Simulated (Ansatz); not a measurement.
One change: `FC(F)[C@H]1O[C@H]1F` becomes `F[C@H]1O[C@H]1[SiH3]`.

Ansatz, PBE0-D4/def2-TZVP geometries, multiplicity 1. Each molecule was computed in one conformer, which needn't be the lowest.

| property | `FC(F)[C@H]1O[C@H]1F` |
| --- | --- |
| HOMO–LUMO gap (PBE/def2-TZVPP) / eV | 7.50 |
| LUMO energy (PBE/def2-TZVPP) / eV | 0.00 |
| HOMO–LUMO gap (PBE0/def2-TZVPP) / eV | 10.37 |
| LUMO energy (ωB97M-V/def2-TZVPP) / eV | 2.93 |
| HOMO energy (PBE0/def2-TZVPP) / eV | -9.21 |
| HOMO energy (PBE/def2-TZVPP) / eV | -7.49 |

(1) What does the change do to each property? (Estimate.)

Answers

(1) Ansatz gave: 
```csv
property,`F[C@H]1O[C@H]1[SiH3]`,shift
HOMO–LUMO gap (PBE/def2-TZVPP) / eV,6.49,-1.01
LUMO energy (PBE/def2-TZVPP) / eV,-0.31,-0.31
HOMO–LUMO gap (PBE0/def2-TZVPP) / eV,9.02,-1.35
LUMO energy (ωB97M-V/def2-TZVPP) / eV,2.18,-0.75
HOMO energy (PBE0/def2-TZVPP) / eV,-8.40,0.81
HOMO energy (PBE/def2-TZVPP) / eV,-6.81,0.68
```

With PBE0 the HOMO rises by 0.81 eV and the LUMO falls by 0.53 eV, so the gap narrows by about 1.34 eV. PBE moves the HOMO by 0.68 eV and ωB97M-V by 0.86 eV.
